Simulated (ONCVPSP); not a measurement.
**Before and after: ONCV potential for B**

| Property | Result |
| --- | --- |
| Element | boron |
| Generator | ONCVPSP 4.0.1 |
| Type | optimised norm-conserving Vanderbilt (ONCV) |
| Functional | LDA (Perdew-Wang 92) |
| Relativity | scalar-relativistic |
| Frozen core | [He] |
| Valence charge | 3 |
| Reference configuration | 2s2 2p1 |
| Partial waves | 2s: rc 1.20 bohr, ncon 3, nbas 7, qcut 5.6 1/bohr, 3 projectors, debl 2.5 Ha; 2p: rc 2.80 bohr, ncon 4, nbas 8, qcut 4 1/bohr, 2 projectors, debl 0.6 Ha; d scattering state at 0.35 Ha: rc 2.75 bohr, ncon 4, nbas 7, qcut 3 1/bohr, 2 projectors, debl 0.7 Ha |
| Local potential | polynomial inside 0.80 bohr (lpopt 5, dvloc0 0 Ha) |
| Core correction | none |

All-electron outer shells of the reference configuration (LDA (PZ), scalar-relativistic, ld1.x):

| shell | level (eV) | outermost node (bohr) | outermost maximum (bohr) |
| --- | --- | --- | --- |
| 1s | -178.66 | – | 0.21 |
| 2s | -9.39 | 0.46 | 1.52 |
| 2p | -3.72 | – | 1.55 |

Change: all radii scaled by about 1.11 (s 1.34, p 3.12, d 3.06 bohr); local potential polynomial inside 0.88 bohr (lpopt 5, dvloc0 0 Ha).

Cutoffs: the cutoffs (Ha) at which the residual kinetic energy of the hardest occupied pseudo-wave falls to 1 and 0.1 mHa per electron; they do not see the model core or the augmentation charge, which bear on the density cutoff. Errors are all-electron minus pseudo energies relative to the spin-unpolarised reference configuration.

Problem. Predict the effect on cutoff, ghosts and configuration errors.

Solution. The potential gets neither clearly harder nor softer (12 Ha and 16 Ha → 11 Ha and 15 Ha); the bound ghosts move from s to d; the lowest positive-energy flag moves from d at 3.7 eV to none; of the 4 tests that both files solve, the error grows in 4 and shrinks in 0 by more than 15 % and 0.3 meV (median size 65.3 → 89.4 meV). More of the atom is replaced by a form fitted at one configuration, so other configurations suffer.

| quantity | base | changed |
| --- | --- | --- |
| cutoff, loose | 12 Ha | 11 Ha |
| cutoff, tight | 16 Ha | 15 Ha |
| loose cutoff by channel | s 12 Ha, p 6.2 Ha | s 11 Ha, p 5.5 Ha |
| bound ghosts | s | d |
| GHOST(+) flags under 300 eV | d at 3.7 eV | none |
| error for 2s2 2p0, meV [ΔE 8.32 eV] | +91 | +119 |
| error for 2s1 2p0, meV [ΔE 33.62 eV] | +321 | +395 |
| error for 2s2 2p0.5, meV [ΔE 2.94 eV] | +14 | +19 |
| error for 2s0 2p3, meV [ΔE 11.40 eV] | -39 | -60 |

 A true bound ghost makes a file unfit for plane-wave use even where its test errors are small: the radial tests pick states by their node count and pass the ghost by.
